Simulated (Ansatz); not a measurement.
Cost and result for the atomization energy of CH$_{9}$BSi$_{2}$ (`BC[SiH2][SiH3]`) (13 atoms, 12 bonds).

| atom | x (Å) | y (Å) | z (Å) |
| --- | --- | --- | --- |
| B1 | -0.5031 | -0.0072 | 1.7933 |
| C2 | 0.4922 | -0.9741 | 1.1488 |
| Si3 | 1.0208 | -0.0921 | -0.4584 |
| Si4 | -0.8030 | 0.7053 | -1.6934 |
| H5 | -1.6688 | -0.0689 | 1.5199 |
| H6 | -0.1293 | 0.8780 | 2.5088 |
| H7 | 0.0663 | -1.9231 | 0.8123 |
| H8 | 1.4264 | -1.1370 | 1.6926 |
| H9 | 1.7838 | -1.0662 | -1.2868 |
| H10 | 1.9239 | 1.0452 | -0.1342 |
| H11 | -1.7787 | -0.3912 | -1.9386 |
| H12 | -0.3374 | 1.2314 | -3.0054 |
| H13 | -1.4929 | 1.7999 | -0.9589 |

Charge 0, multiplicity 1. Geometry: relaxed with PBE0-D4/def2-TZVP. It is one conformer, not always the lowest. Program: Ansatz. All runs use 4 threads of an Arm Neoverse V2 on a shared host. Times are those of one run each, without the atoms' runs, and a repeat can differ threefold. Electronic energies, without spin–orbit coupling; frozen cores. CCSD(T)/CBS adds CCSD(T) − MP2 in def2-TZVPP to the MP2 limit, and its time is that of the two runs behind it. T1 = 0.012. HSE06 is the plane-wave form, built on full-range PBE exchange.

CCSD(T)/CBS is a level of theory with its own doubt, some kJ/mol a heavy atom from the limit and from the frozen cores, so smaller differences don't rank the functionals.

```
                             level  functions  wall time
              revPBE-D4/def2-TZVPP        272      2.3 s
                BLYP-D4/def2-TZVPP        272      2.4 s
   PBE-D4/def2-TZVPP (with forces)        272      2.8 s
                  CCSD(T)/def2-SVP        109      3.3 s
               HSE06-D4/def2-TZVPP        272      3.4 s
r2SCAN-D4/def2-TZVPP (with forces)        272      5.5 s
             r2SCANh-D4/def2-TZVPP        272      5.5 s
               PBE-QIDH/def2-TZVPP        272        6 s
                ωB97X-V/def2-TZVPP        272        8 s
  ωB97M-V/def2-TZVPP (with forces)        272       12 s
                    MP2/def2-QZVPP        524       24 s
                CCSD(T)/def2-TZVPP        272      110 s
                 CCSD(T)/CBS(def2)          –    2.2 min
```

**Question.** What atomization energy does each give, and how far from CCSD(T)/CBS? (Estimate.)

**Answer.** The calculation gave: 
```
                             level  atomization (kcal/mol)  difference from CCSD(T)/CBS  per bond
              revPBE-D4/def2-TZVPP                   997.7                        -15.0      -1.2
                BLYP-D4/def2-TZVPP                  1004.2                         -8.5      -0.7
   PBE-D4/def2-TZVPP (with forces)                  1012.0                         -0.7      -0.1
                  CCSD(T)/def2-SVP                   960.3                        -52.4      -4.4
               HSE06-D4/def2-TZVPP                  1010.6                         -2.1      -0.2
r2SCAN-D4/def2-TZVPP (with forces)                  1017.2                          4.5       0.4
             r2SCANh-D4/def2-TZVPP                  1015.0                          2.3       0.2
               PBE-QIDH/def2-TZVPP                  1007.0                         -5.7      -0.5
                ωB97X-V/def2-TZVPP                  1020.7                          8.0       0.7
  ωB97M-V/def2-TZVPP (with forces)                  1016.4                          3.7       0.3
                    MP2/def2-QZVPP                  1000.7                        -12.0      -1.0
                CCSD(T)/def2-TZVPP                   991.0                        -21.7      -1.8
                 CCSD(T)/CBS(def2)                  1012.7                          0.0       0.0
```

In def2-TZVPP, CCSD(T) changes the Hartree–Fock value by +201.0 kcal/mol (the triples alone add +8.5 kcal/mol) and MP2 by +197.9 kcal/mol; breaking electron pairs costs correlation energy, which Hartree–Fock lacks. At CCSD(T), def2-SVP lies −52.4 kcal/mol from the extrapolated value and def2-TZVPP −21.6 kcal/mol: correlation converges slowly with the basis, and small sets miss more of it in the bonded molecule than in its fragments. From PBE to PBE0 (25 % exact exchange), in def2-TZVPP and without D4, the atomization energy moves by −0.8 kcal/mol: exact exchange takes away binding that semilocal exchange gives to molecules.
